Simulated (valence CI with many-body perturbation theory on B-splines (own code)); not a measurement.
The numbers below are computed, except where a source is named.
# Br¹⁴⁺: magnetic and hyperfine properties of the levels

Level of theory: valence CI with perturbative core correlation (CI+MBPT): three valence electrons over a frozen Dirac-Fock core [Ar], radial functions for each j: 9 s, 9 p, 10 d, 8 f, 5 g, 3 h, 1 i, with the one-electron correlation potential Σ1, the two-electron term Σ2, the three-electron term Σ3, Breit, model QED; selected CI, second order for the rest (own B-spline code, finite nucleus).

No measured spectrum was set against this ion. As an estimate, terms of the open shell hold to 2 to 4 % of their energy, and close levels can change places. Core correlation moves these levels by up to 4600 cm⁻¹, and in measured spectra 5 to 20 % of such shifts remained as error; rates that hang on mixing are uncertain with them. Only levels of the ground parity were solved; by the run's estimate the other parity begins above the list, which can be wrong where configurations are misplaced.

A/g_I is the dipole constant over the nuclear g factor μ/I (μ in nuclear magnetons, uniformly magnetised nucleus), B/Q the quadrupole constant per barn. Both hold the static response of the core; the bare values leave it out. Large factors of s and p1/2 electrons are usually good to 5 to 10 %; those of open d and f shells near neutrality can be off by tens of per cent, and small factors of p3/2, d and f electrons come from cancelling terms and can be off by a factor of two or in sign, in half-filled shells by more. B is blank for J = 1/2, where it vanishes, and for nearly pure S terms. Energies count from the lowest level.

Names give the largest LS component (configuration and term), which can be under half, so a name can repeat, a term be missing and a line seem to break the LS rules; names also repeat where a configuration has a term twice. Letters in brackets count levels of one name in rising energy.

| Level | E (eV) | g | A/g_I (MHz) | A/g_I bare | B/Q (MHz/b) | B/Q bare |
| --- | --- | --- | --- | --- | --- | --- |
| 3d³ ⁴F_3/2 | 0.000 | 0.409 | 5140 | 4920 | -1150 | -1180 |
| 3d³ ⁴F_5/2 | 0.603 | 1.029 | 2950 | 2980 | -1100 | -1130 |
| 3d³ ⁴F_7/2 | 1.297 | 1.233 | 2340 | 2450 | -1440 | -1480 |
| 3d³ ⁴F_9/2 | 2.015 | 1.322 | 2240 | 2390 | -2000 | -2070 |
| 3d³ ⁴P_3/2 | 5.029 | 1.594 | 2170 | 2420 | -2310 | -2380 |
| 3d³ ⁴P_1/2 | 5.135 | 2.469 | -3480 | -2850 |  |  |
| 3d³ ²G_7/2 | 5.815 | 0.893 | 3590 | 3560 | 1750 | 1810 |
| 3d³ ⁴P_5/2 | 6.082 | 1.589 | 677 | 938 | 2960 | 3050 |
| 3d³ ²G_9/2 | 6.185 | 1.061 | 3100 | 3140 | 3350 | 3460 |
| 3d³ ²D_3/2 [a] | 7.194 | 1.109 | 3150 | 3210 | -3000 | -3090 |
| 3d³ ²P_1/2 | 7.612 | 0.864 | 256 | 241 |  |  |
| 3d³ ²H_9/2 | 8.305 | 0.967 | 2820 | 2830 | 4250 | 4390 |
| 3d³ ²H_11/2 | 8.316 | 1.089 | 2920 | 2980 | 6530 | 6730 |
| 3d³ ²D_5/2 [a] | 8.625 | 1.205 | 2510 | 2610 | -2100 | -2170 |
| 3d³ ²P_3/2 | 9.266 | 1.148 | 2430 | 2510 | 391 | 395 |
| 3d³ ²F_7/2 | 12.371 | 1.140 | 2880 | 2950 | 1960 | 2020 |
| 3d³ ²F_5/2 | 12.607 | 0.864 | 2940 | 2910 | 2820 | 2910 |
| 3d³ ²D_5/2 [b] | 19.027 | 1.194 | 2170 | 2280 | 4390 | 4520 |
| 3d³ ²D_3/2 [b] | 19.247 | 0.798 | 4830 | 4760 | 3890 | 4010 |

Q: Take the isotope of mass number 81, with I = 3/2, μ = 2.2686 μN and Q = 0.2579 b. What is the hyperfine structure of 3d³ ⁴F_5/2?

A: From the table A = 4460 MHz, B = -283 MHz. Shifts from the centre of gravity in MHz: F = 1: -23600, F = 2: -14500, F = 3: -959, F = 4: 16700.
